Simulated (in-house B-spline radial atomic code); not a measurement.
## TDHF excitations of neutral palladium

Method: TDHF. Computed with a B-spline radial code for spherical atoms: linear response of the closed shell [Kr] 4d10 with bare exchange (time-dependent Hartree-Fock); scalar-relativistic (spin-free one-electron X2C), finite nucleus, no spin-orbit coupling, no double excitations, S, P, D and F terms only; shells from n = 2 respond. Only terms of natural parity with L up to 3 were computed.

Command:
```bash
python run_td.py task.json out
```
Settings (radii: box in bohr, nucleus in fm):
```
Z                        46
electrons                46
configuration            [Kr] 4d10
hamiltonian              x2c
method                   hf
box_radius               75
rms_radius               4.5318
intervals                77
```

Cost of the run: 2.2 s on 1 thread of Intel(R) Xeon(R) 6975P-C (Granite Rapids), on a shared host.

The lowest states, in the order of their Tamm-Dancoff energies; the method's threshold (minus the highest occupied level) is 8.921 eV. Labels give the largest channel, * marks a mixed state, and oscillator strengths are full-response dipole values. Energies in eV:

```
     state  full response  Tamm-Dancoff  oscillator strength
4d → 5s 3D          1.329         1.432                    -
4d → 5s 1D          2.082         2.121                    -
4d → 5p 3P          4.737         4.793                    -
4d → 5p 3F              ?             ?                    -
4d → 5p 1F          5.259         5.266                    -
4d → 5p 1P          5.547         5.623                0.355
4d → 6s 3D          6.670         6.675                    -
4d → 6s 1D          6.739         6.742                    -
4d → 5d 3S          7.238         7.264                    -
4d → 6p 3P          7.304         7.312                    -
4d → 6p 3F              ?             ?                    -
4d → 5d 3D          7.386         7.393                    -
4d → 6p 1F          7.396         7.397                    -
4d → 5d 1D          7.427         7.429                    -
4d → 6p 1P          7.447         7.462               0.0444
4d → 5d 1S          7.538         7.555                    -
```

Problem. Where does 4d → 5p 3F lie?

Solution. At 5.005 eV in full response, 5.049 eV in Tamm-Dancoff.

Problem. Where does 4d → 6p 3F lie?

Solution. At 7.351 eV in full response, 7.357 eV in Tamm-Dancoff.

Problem. How large is the singlet-triplet splitting of 4d → 5s (D terms) in Tamm-Dancoff?

Solution. 0.688 eV, from the unrounded values.

Problem. What polarisabilities and dispersion coefficient does the method give?

Solution. Dipole 21.1 bohr³, quadrupole 264.2 bohr⁵, C6 147.2 hartree·bohr⁶ for two such species. Recommended dipole value: 26.14 ± 0.1 bohr³ (Schwerdtfeger and Nagle, table of static dipole polarizabilities (2023 update)), which includes relativity and correlation.
